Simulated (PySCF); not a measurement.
Geometry:
```tsv
atom	x (Å)	y (Å)	z (Å)
V1	0.000	0.000	0.015
O2	-0.002	-0.011	1.547
F3	1.612	0.010	-0.518
F4	-0.810	1.397	-0.513
F5	-0.800	-1.396	-0.531
```

Geometry: PBE0-D3(BJ)/def2-SVP; GIAO absolute shieldings from PySCF, gas phase, non-relativistic, averaged over equivalent atoms.

At PBE0/pcSseg-1 (pcSseg-2 on V) (141 basis functions, 11 s wall time on 1 thread of an x86-64 server CPU, shared host):
| atoms | σ (ppm) |
| --- | --- |
| V1 | -1195.8 |
| O2 | -1051.7 |
| F3/F4/F5 | -147.2 |

Q: Estimate the result of repeating the calculation with PBE/pcSseg-1 (pcSseg-2 on V).

A: 
```json
{"atoms": "V1", "σ at PBE/pcSseg-1 (pcSseg-2 on V)": "-1089.6", "change": "+106.2"}
{"atoms": "O2", "σ at PBE/pcSseg-1 (pcSseg-2 on V)": "-810.1", "change": "+241.6"}
{"atoms": "F3/F4/F5", "σ at PBE/pcSseg-1 (pcSseg-2 on V)": "-172.1", "change": "-24.9"}
```

The largest change is at O2 (oxygen bonded to V). Cost: 141 basis functions, 13 s wall time on 1 thread of an x86-64 server CPU, shared host.
